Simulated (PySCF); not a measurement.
Spinor energies of Re⁴⁵⁺ (rhenium, charge +45)

Start: [Ar] 3d10 4s2. Calculated with PySCF 2.14 in an uncontracted even-tempered set (16 s from 6 bohr⁻², ratio 2.8; 13 p from 7.8 bohr⁻², ratio 2.8; 8 d from 14 bohr⁻², ratio 2.8; 4 f from 32 bohr⁻², ratio 3): generalised Hartree-Fock with the X2C-1e Hamiltonian and a Gaussian nucleus; one run each with spin-orbit coupling (SO) switched off, then screened by Boettger's factors.

```csv
spinor shell,electrons,"ε, spin-free (eV)","ε, screened SO (eV)",weight of nominal j (screened SO),"rms radius, screened SO (bohr)"
1s1/2,2,-74355.6,-74334.2,1.000,0.0204
2s1/2,2,-14883.2,-14876.9,1.000,0.0822
2p1/2,2,-13282.7,-14318.0,1.000,0.0698
2p3/2,4,-13282.7,-12867.1,1.000,0.0773
3s1/2,2,-5114.7,-5113.0,1.000,0.208
3p1/2,2,-4630.7,-4868.3,1.000,0.199
3p3/2,4,-4630.7,-4534.0,1.000,0.213
3d3/2,4,-4100.4,-4143.5,1.000,0.186
3d5/2,6,-4100.4,-4070.9,1.000,0.189
4s1/2,2,-2435.0,-2434.6,1.000,0.433
```

```csv
quantity,spin-free,screened SO
E (hartree),-15287.38934,-15307.38439
M_J,0,0
⟨J²⟩,0.000,0.000
⟨L²⟩,0.000,0.066
⟨S²⟩,0.000,0.066
```

Breit and QED terms are absent; they matter most for the inner s and p1/2 levels.

Densities and radii are taken from the X2C orbitals without a picture-change correction, which distorts them close to the nucleus.

Without spin-orbit coupling the j labels of p, d and f shells carry no meaning; the spin-free column gives the mean over the occupied spinors of each nl shell.
